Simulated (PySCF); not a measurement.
SnOCl2, SMILES [Cl][Sn](=[O])[Cl]. Coordinates come from a B3LYP-D3(BJ)/def2-SVP optimisation. The def2 effective core potentials stand for the cores of Sn; spin–orbit coupling is left out.

Computed equilibrium geometry at B3LYP-D3(BJ)/def2-SVP (PySCF confirms it by a frequency run) as bond lengths and angles, and its point group:
point group C2v.
Atoms: Sn1 O2 Cl3 Cl4. Bond lengths (Å): Sn1–O2 1.847, Sn1–Cl3 2.346, Sn1–Cl4 2.346. Bond angles (°): O2–Sn1–Cl3 128.0, O2–Sn1–Cl4 128.0, Cl3–Sn1–Cl4 103.9.
